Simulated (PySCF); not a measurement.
Frontier levels across methods

Compound: C2HF5S.
Structure used (PBE0-D3(BJ)/def2-SVP), in Å, numbered top down from 1:
```xyz
9
C2HF5S angstrom
C      2.1651   -0.0835   -0.0026
C      0.9609   -0.0340   -0.0044
S     -0.7706    0.0309   -0.0038
F     -0.8602   -1.5391   -0.2818
F     -0.7460    1.6036    0.2749
F     -2.3662    0.0883   -0.0023
F     -0.8105   -0.2466    1.5688
F     -0.7956    0.3117   -1.5761
H      3.2404   -0.1246    0.0021
```

Basis pcSseg-1 throughout (PySCF), one geometry. Isolated species at its PBE0-D3(BJ)/def2-SVP geometry, gas phase.

Task: How do the orbital energies, the gap and the dipole change with the method?

Result: 
```
   method                    kind  HOMO (eV)  LUMO (eV)  gap (eV)  μ (D)  SCF cycles
     BLYP                     GGA      -7.93      -2.58      5.35   2.54          15
     OPBE                     GGA      -8.07      -2.47      5.60   2.51          16
    B97-D                     GGA      -8.09      -2.72      5.36   2.62          16
      KT3                     GGA      -8.10      -2.73      5.37   2.56          16
     BP86                     GGA      -8.23      -2.81      5.41   2.57          15
     PBE0           global hybrid      -9.54      -1.45      8.09   2.82          13
BHandHLYP           global hybrid     -10.75      -0.15     10.61   3.04          13
  LC-wPBE  range-separated hybrid     -12.44       1.19     13.63   2.88          14
```

The HOMO spans 4.51 eV, from BLYP down to LC-wPBE, and the gap runs from 5.35 eV (BLYP) to 13.63 eV (LC-wPBE). Over the methods BLYP (0 %), OPBE (0 %), B97-D (0 %), KT3 (0 %), BP86 (0 %), PBE0 (25 %), BHandHLYP (50 %), a straight line through the gap against the share of exact exchange rises by 1.04 eV for each 10 % (correlation coefficient 0.999). The dipole ranges from 2.51 D (OPBE) to 3.04 D (BHandHLYP). This basis has no diffuse functions.

The vertical ΔSCF ionisation energy at CAM-B3LYP/def2-SVPD is 12.15 eV; −ε(HOMO) comes closest to it with LC-wPBE (12.44 eV).
